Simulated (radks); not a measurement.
Ta+, configuration [Xe] 4f14 5d3 6s1.

Method: scalar-relativistic Kohn-Sham, SCAN, spin-polarised, spherical densities, finite nucleus; open shells are filled with parallel spins first (spin-orbit coupling, left out, can overturn this in heavy ions); meta-GGA in the generalised Kohn-Sham scheme; Fermi nuclear charge, rms radius 5.3507 fm; computed with a radial shooting solver on a logarithmic mesh with Libxc functionals.

Energy parts (eV):
part                       energy
total                  -424617.90
kinetic                 466413.97
electron-nucleus      -1048063.51
Hartree                 165638.95
exchange-correlation     -8607.31

Orbitals (lengths in bohr, moments of r in powers of bohr; <r^-3> diverges for s and p1/2; r(max) is where P^2 peaks):
1s up: occ. 1; eigenvalue (eV) -67442.23; r(max) 0.01168; <r> 0.01867; <r^4> 6.212e-07
1s down: occ. 1; eigenvalue (eV) -67442.20; r(max) 0.01168; <r> 0.01867; <r^4> 6.212e-07
2s up: occ. 1; eigenvalue (eV) -11619.06; r(max) 0.06679; <r> 0.07892; <r^4> 0.00009381
2s down: occ. 1; eigenvalue (eV) -11618.97; r(max) 0.06679; <r> 0.07892; <r^4> 0.00009381
2p up: occ. 3; eigenvalue (eV) -10180.01; r(max) 0.05477; <r> 0.07056; <r^-3> 18750; <r^4> 0.00007333
2p down: occ. 3; eigenvalue (eV) -10179.92; r(max) 0.05477; <r> 0.07056; <r^-3> 18750; <r^4> 0.00007333
3s up: occ. 1; eigenvalue (eV) -2678.518; r(max) 0.1884; <r> 0.2046; <r^4> 0.003452
3s down: occ. 1; eigenvalue (eV) -2678.511; r(max) 0.1884; <r> 0.2046; <r^4> 0.003451
3p up: occ. 3; eigenvalue (eV) -2247.733; r(max) 0.1863; <r> 0.2047; <r^-3> 4165; <r^4> 0.003710
3p down: occ. 3; eigenvalue (eV) -2247.716; r(max) 0.1863; <r> 0.2047; <r^-3> 4165; <r^4> 0.003710
3d up: occ. 5; eigenvalue (eV) -1744.330; r(max) 0.1521; <r> 0.1857; <r^-3> 536.7; <r^4> 0.002886
3d down: occ. 5; eigenvalue (eV) -1744.268; r(max) 0.1522; <r> 0.1857; <r^-3> 536.6; <r^4> 0.002886
4s up: occ. 1; eigenvalue (eV) -557.0606; r(max) 0.4291; <r> 0.4586; <r^4> 0.08171
4s down: occ. 1; eigenvalue (eV) -556.9485; r(max) 0.4292; <r> 0.4586; <r^4> 0.08168
4p up: occ. 3; eigenvalue (eV) -415.0924; r(max) 0.4496; <r> 0.4873; <r^-3> 957.1; <r^4> 0.1089
4p down: occ. 3; eigenvalue (eV) -414.9805; r(max) 0.4496; <r> 0.4873; <r^-3> 957.0; <r^4> 0.1088
4d up: occ. 5; eigenvalue (eV) -232.7895; r(max) 0.4616; <r> 0.5232; <r^-3> 105.5; <r^4> 0.1632
4d down: occ. 5; eigenvalue (eV) -232.6223; r(max) 0.4616; <r> 0.5229; <r^-3> 105.6; <r^4> 0.1627
4f up: occ. 7; eigenvalue (eV) -32.2905; r(max) 0.4420; <r> 0.6416; <r^-3> 17.19; <r^4> 0.7072
4f down: occ. 7; eigenvalue (eV) -31.8620; r(max) 0.4416; <r> 0.6354; <r^-3> 17.35; <r^4> 0.6498
5s up: occ. 1; eigenvalue (eV) -81.4169; r(max) 0.9847; <r> 1.101; <r^4> 2.783
5s down: occ. 1; eigenvalue (eV) -80.7357; r(max) 0.9841; <r> 1.098; <r^4> 2.713
5p up: occ. 3; eigenvalue (eV) -47.5289; r(max) 1.126; <r> 1.303; <r^-3> 129.6; <r^4> 5.880
5p down: occ. 3; eigenvalue (eV) -46.3448; r(max) 1.123; <r> 1.282; <r^-3> 133.5; <r^4> 5.357
5d up: occ. 3; eigenvalue (eV) -11.4550; r(max) 1.605; <r> 2.100; <r^-3> 5.713; <r^4> 51.42
6s up: occ. 1; eigenvalue (eV) -13.0019; r(max) 2.597; <r> 2.950; <r^4> 142.9

The highest occupied level is 5d up at -11.455 eV. The electron density at the nucleus is 1.394e+06 e/bohr^3 (large components only). For comparison, the ionisation energy in NIST's Atomic Spectra Database is 16.2 eV (semi-empirical). In exact Kohn-Sham theory the highest level is minus the ionisation energy, but local and semilocal functionals leave it too shallow, through self-interaction and a potential that decays too fast; potentials with the right tail come closer.

Empty levels of this run are not shown, since the potential may be unsettled where no density lies.
